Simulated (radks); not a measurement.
Ir+, configuration [Xe] 4f14 5d7 6d1 (not the ground configuration).

Calculated with a radial shooting solver on a logarithmic mesh with Libxc functionals: scalar-relativistic Kohn-Sham, BP86, spin-polarised, spherical densities, finite nucleus; open shells are filled with parallel spins first (spin-orbit coupling, left out, can overturn this in heavy ions); Fermi nuclear charge, rms radius 5.4032 fm.

Energy parts (eV):
total: -485055.73
kinetic: 539023.01
electron-nucleus: -1202413.41
Hartree: 187798.98
exchange-correlation: -9464.31

Orbitals (lengths in bohr, moments of r in powers of bohr; r(max) is where P^2 peaks):
| orbital | occ. | eigenvalue (eV) | <r> | r(max) | <1/r> |
|---|---|---|---|---|---|
| 1s up | 1 | -76122.41 | 0.01744 | 0.01082 | 92.15 |
| 1s down | 1 | -76122.41 | 0.01744 | 0.01082 | 92.15 |
| 2s up | 1 | -13327.53 | 0.07362 | 0.06230 | 21.59 |
| 2s down | 1 | -13327.34 | 0.07362 | 0.06230 | 21.59 |
| 2p up | 3 | -11583.67 | 0.06623 | 0.05137 | 19.36 |
| 2p down | 3 | -11583.52 | 0.06623 | 0.05137 | 19.36 |
| 3s up | 1 | -3127.031 | 0.1905 | 0.1756 | 8.002 |
| 3s down | 1 | -3126.965 | 0.1905 | 0.1756 | 8.002 |
| 3p up | 3 | -2616.819 | 0.1913 | 0.1745 | 7.338 |
| 3p down | 3 | -2616.745 | 0.1913 | 0.1745 | 7.338 |
| 3d up | 5 | -2054.070 | 0.1733 | 0.1421 | 6.918 |
| 3d down | 5 | -2053.937 | 0.1733 | 0.1421 | 6.918 |
| 4s up | 1 | -677.0531 | 0.4233 | 0.3972 | 3.418 |
| 4s down | 1 | -676.8709 | 0.4234 | 0.3972 | 3.418 |
| 4p up | 3 | -509.6395 | 0.4505 | 0.4174 | 3.095 |
| 4p down | 3 | -509.4695 | 0.4505 | 0.4174 | 3.095 |
| 4d up | 5 | -303.7421 | 0.4785 | 0.4262 | 2.766 |
| 4d down | 5 | -303.5448 | 0.4783 | 0.4262 | 2.766 |
| 4f up | 7 | -75.0159 | 0.5360 | 0.3950 | 2.314 |
| 4f down | 7 | -74.7030 | 0.5344 | 0.3949 | 2.318 |
| 5s up | 1 | -111.3044 | 0.9798 | 0.8917 | 1.374 |
| 5s down | 1 | -109.9311 | 0.9761 | 0.8893 | 1.381 |
| 5p up | 3 | -68.2562 | 1.135 | 1.005 | 1.163 |
| 5p down | 3 | -66.5248 | 1.130 | 1.001 | 1.169 |
| 5d up | 5 | -20.3963 | 1.624 | 1.297 | 0.8013 |
| 5d down | 2 | -18.4039 | 1.640 | 1.291 | 0.7978 |
| 6d up | 1 | -4.2858 | 5.963 | 5.353 | 0.2057 |

The highest occupied level is 6d up at -4.286 eV. The density falls to 0.001 e/bohr^3 at r = 4.20 bohr.
